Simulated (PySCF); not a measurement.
Peak assignment

Atom-mapped SMILES (the numbers label the heavy atoms): `[F:1][c:2]1[cH:3][p:4][cH:5][c:6]2[cH:7][cH:8][cH:9][cH:10][c:11]12`. Each H is labelled by its parent atom.

[PySCF 2.14: NMR shieldings at PBE0/pcSseg-1/GIAO; geometry from GFN2-xTB; relativity neglected; one conformer; in vacuum]

Chemical shifts δ = σref − σ; 13C, 1H vs TMS, all at this level.

**Question.** Assign these signals to the numbered atoms. 13C{1H} NMR (computed): δ 171.0, 166.8, 142.7, 134.0, 134.0, 133.0, 133.0, 129.2, 128.2.

**Answer.** 
171.0 → C2, aromatic carbon bearing fluorine: σ withdrawal by the attached heteroatom moves it downfield of the ring CH carbons
166.8 → C5, aromatic CH
142.7 → C6, ring-fusion aromatic carbon
134.0 → C7, aromatic CH: the aromatic region
134.0 → C8, aromatic CH
133.0 → C3, aromatic CH
133.0 → C9, aromatic CH
129.2 → C10, aromatic CH
128.2 → C11, ring-fusion aromatic carbon

C7 and C8; C8 and C3; C3 and C9; C10 and C11 lie closer than the usual error of such a calculation, so a measured spectrum could show them in the other order.

**Question.** Assign these signals to the numbered atoms. 1H NMR (300 MHz, computed): δ 9.62 (m, 1H), 8.72 (m, 1H), 8.49 (m, 1H), 8.14 (m, 1H), 8.01 (m, 1H), 8.00 (m, 1H).

**Answer.** 
9.62 → H(C5), hydrogen on an aromatic CH: it sits in the deshielding region of the aromatic ring current
8.72 → H(C10), hydrogen on an aromatic CH
8.49 → H(C3), hydrogen on an aromatic CH
8.14 → H(C7), hydrogen on an aromatic CH
8.01 → H(C9), hydrogen on an aromatic CH
8.00 → H(C8), hydrogen on an aromatic CH

H(C9) and H(C8) lie closer than the usual error of such a calculation, so a measured spectrum could show them in the other order.

Splittings by 19F and 31P in the carbon and heteronuclear signals aren't shown, as no couplings were computed. Shifts are as computed. Against solution values, carbons near 30 ppm lie about +3 ppm off and those near 130 ppm about +5 ppm. Of 1211 compounds with measured shifts, 218 miss one by over three times the rms of a fit or turn the order of signals round; such compounds aren't used in these exercises. No couplings were computed; multiplicities are counted from neighbouring protons, with m where these are inequivalent, close in shift, in a saturated or five-membered ring or joined by F or P, and br s for small geminal =CH2 splittings.
